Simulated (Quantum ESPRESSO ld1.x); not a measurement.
The run below uses ld1.x (Quantum ESPRESSO 7.5).

```
 &input
    atom='Fe',
    iswitch=1,
    rel=1,
    dft='PBESOL',
    config='[Ar] 3d6 4s0.5 4p0.5',
    verbosity='high',
    prefix='ld1',
    max_out_wfc=37,
    file_charge='ld1.rho',
 /
```

Output (excerpt):

```
     Program LD1 v.7.5 starts

     --------------------------- All-electron run ----------------------------

     scalar relativistic calculation

     atomic number is 26.00
     dft =PBESOL   lsd =0 sic =0 latt =0  beta=0.20 tr2=1.0E-14
     Exchange-correlation= PBESOL
                           (   1   4  10   8   0   0   0)
     mesh =1983 r(mesh) =  99.27596 a.u. xmin = -8.00 dx = 0.00800
     1 Ry =  13.60569312 eV, c = 137.03599908

     n l     nl                  e(Ry)          e(Ha)          e(eV)
     1 0     1S 1( 2.00)    -514.566525910    -257.283262955  -7001.0342429
     2 0     2S 1( 2.00)     -60.852994390     -30.426497195   -827.9471673
     2 1     2P 1( 6.00)     -51.972229250     -25.986114625   -707.1182021
     3 0     3S 1( 2.00)      -7.573945776      -3.786972888   -103.0487820
     3 1     3P 1( 6.00)      -5.087571368      -2.543785684    -69.2199348
     3 2     3D 1( 6.00)      -1.227177644      -0.613588822    -16.6966024
     4 0     4S 1( 0.50)      -0.938655293      -0.469327646    -12.7710559
     4 1     4P 1( 0.50)      -0.565428912      -0.282714456     -7.6930523

     final scf error:  9.6E-15 reached in  26 iterations

     Etot =   -2541.697340 Ry,   -1270.848670 Ha,  -34581.554015 eV

     Ekin =    2571.836940 Ry,    1285.918470 Ha,   34991.624171 eV
     Encl =   -6064.019729 Ry,   -3032.009865 Ha,  -82505.191529 eV
     Eh   =    1058.728060 Ry,     529.364030 Ha,   14404.729079 eV
     Exc  =    -108.242610 Ry,     -54.121305 Ha,   -1472.715735 eV
```

Run on one thread of a shared host, so times are rough (Intel(R) Xeon(R) Processor @ 2.60GHz): 0.58 s of CPU time, 0.65 s wall, 26 iterations on 1983 mesh points.
